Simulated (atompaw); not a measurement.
Before and after: PAW (atompaw) potential for Fe (Z = 26)

* Element: iron
* Generator: atompaw 4.2.0.5
* Type: PAW
* Functional: PBEsol
* Relativity: scalar-relativistic
* Frozen core: [Ar]
* Valence charge: 8
* Reference configuration: 3d6 4s2 4p0
* Partial waves: 4s (bound): rc 1.95 bohr; 4s channel at 0.25 Ry: rc 1.95 bohr; 4p (bound, empty): rc 2.15 bohr; 4p channel at 0.3 Ry: rc 2.15 bohr; 3d (bound): rc 2.15 bohr; 3d channel at -0.2 Ry: rc 2.15 bohr
* Local potential: bessel scheme, radius 2.05 bohr
* Core correction: smooth core density matched at 1.80 bohr
* Augmentation charge: besselshape compensation charge, radius 2.05 bohr; PAW radius 2.15 bohr; waves and projectors: custom polynom vanderbiltortho

All-electron outer shells of the reference configuration (PBEsol, scalar-relativistic, ld1.x):

```csv
shell,level (eV),outermost node (bohr),outermost maximum (bohr)
3s,-93.77,0.33,0.70
3p,-59.92,0.30,0.72
3d,-7.53,–,0.71
4s,-5.31,1.00,2.41
4p,-1.30,1.10,3.29
```

Change: augmentation besselshape compensation charge, radius 2.05 bohr; PAW radius 2.15 bohr; waves and projectors: custom rrkj gramschmidtortho.

Cutoffs: the cutoffs (Ry, on a coarse ladder) from which the occupation-weighted sum of valence levels, in a spherical-Bessel basis at the reference potential, stays within 10 and 1 mRy of its value at 400 Ry; they do not see the model core or the augmentation charge, which bear on the density cutoff.

**Question.** What does the change do?

**Answer.** The potential gets neither clearly harder nor softer (21 Ry and 40 Ry → 21 Ry and 35 Ry); the bound ghost in p, s disappears; the range in which the s phases agree narrows (upper end at the end of the scan → 0.9); the range in which the p phases agree narrows (upper end at the end of the scan → 1.6).

```tsv
quantity	base	changed
cutoff, loose	21 Ry	21 Ry
cutoff, tight	40 Ry	35 Ry
loose cutoff by channel (10 mRy a level)	s 10 Ry, d 18 Ry	s 6 Ry, d 18 Ry
bound ghosts	s, p	none
s: phases at 2.15 bohr within 0.05 rad from the reference energy up to (Ry; the scan ends near 5)	to the end of the scan	0.9
p: phases at 2.15 bohr within 0.05 rad from the reference energy up to (Ry; the scan ends near 5)	to the end of the scan	1.6
d: phases at 2.15 bohr within 0.05 rad from the reference energy up to (Ry; the scan ends near 5)	2.0	2.2
lowest overlap eigenvalue by channel	s 0.43, p 0.69, d 0.97	s 0.54, p 0.71, d 0.95
```

 A true bound ghost makes a file unfit for plane-wave use even where its test errors are small: the radial tests pick states by their node count and pass the ghost by. The cutoffs see the waves, projectors and local potential, not the compensation charge or the core.
